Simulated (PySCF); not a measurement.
Sn (SMILES [Sn]), triplet (all electrons, no relativity). Base run: M062X/3-21G (PySCF).

Here is a job for PySCF.
```python
from pyscf import gto, scf, dft

mol = gto.M(
    atom='''
Sn    0.00000000    0.00000000    0.00000000
''',
    basis='3-21g',
    spin=2,
    verbose=4,
)

mf = dft.UKS(mol)
mf.xc = 'm062x'
mf.kernel()
mf.analyze()
```

Variants of this job, named by their change:

```tsv
change	ΔE vs base (mEh)	grid points	electrons on the grid	outcome
base	0.000	21960	50.00000	converged
grids.level = 7	0.463	91048	50.00000	converged
grids.level = 0	-18.406	2832	50.00012	converged
grids.atom_grid = (150, 974)	0.463	71224	50.00000	converged
grids.atom_grid = (75, 302)	2.139	13296	50.00000	converged
grids.atom_grid = (30, 110)	331.6	2424	49.99466	converged
grids.atom_grid = (50, 194)	107.7	6200	50.00000	converged
grids.prune = dft.gen_grid.sg1_prune	-	-	-	input refused
grids.atom_grid = (99, 590)	0.780	28736	50.00000	converged
grids.level = 4	0.432	32128	50.00000	converged
grids.level = 2	-2.689	14048	50.00000	converged
```

Open shells are given as the SCF converged; they aren't shown to be the lowest states, and a large step between rows can be another state.

- grids.prune = dft.gen_grid.sg1_prune: ended with `IndexError: index 50 is out of bounds for axis 0 with size 19`
